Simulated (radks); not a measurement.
Results of a calculation; reference values are marked as such.
Species: Ce+. Configuration: [Xe] 4f2 5d1 (not the ground configuration).

Level of theory: scalar-relativistic Kohn-Sham, r2SCAN, spin-polarised, spherical densities, finite nucleus; open shells are filled with parallel spins first (spin-orbit coupling, left out, can overturn this in heavy ions); meta-GGA in the generalised Kohn-Sham scheme; Fermi nuclear charge, rms radius 4.8771 fm (a radial shooting solver on a logarithmic mesh with Libxc functionals).

Energy parts (hartree):
part                       energy
total                  -8860.8985
kinetic                 9391.2874
electron-nucleus      -21466.4012
Hartree                 3424.2710
exchange-correlation    -210.0557

Orbitals (lengths in bohr, moments of r in powers of bohr; r(90%) holds 90 % of the orbital's charge):
orbital  occ.  eigenvalue (hartree)  r(90%)      <r^2>
1s up       1             -1482.145  0.0443  0.0008212
1s down     1             -1482.146  0.0443  0.0008212
2s up       1             -237.9354   0.163    0.01306
2s down     1             -237.9347   0.163    0.01306
2p up       3             -212.9704   0.150    0.01042
2p down     3             -212.9699   0.150    0.01042
3s up       1             -51.40114   0.408    0.08840
3s down     1             -51.38206   0.408    0.08836
3p up       3             -43.41510   0.414    0.08853
3p down     3             -43.39580   0.414    0.08848
3d up       5             -32.08066   0.396    0.07580
3d down     5             -32.06479   0.396    0.07573
4s up       1             -10.45166   0.917     0.4604
4s down     1             -10.39099   0.917     0.4601
4p up       3              -7.83723   0.984     0.5208
4p down     3              -7.77476   0.983     0.5203
4d up       5              -4.06445    1.13     0.6521
4d down     5              -3.99900    1.13     0.6518
4f up       2              -0.17141    2.40      2.511
4f down     0              -0.10369    2.38      2.586
5s up       1              -1.57965    2.24      2.726
5s down     1              -1.52970    2.26      2.752
5p up       3              -0.95349    2.66      3.745
5p down     3              -0.90568    2.66      3.754
5d up       1              -0.23247    4.80      10.94

The highest occupied level is 4f up at -4.664 eV. The density falls to 0.001 e/bohr^3 at r = 4.21 bohr. Spin moment in Bohr magnetons: 3.
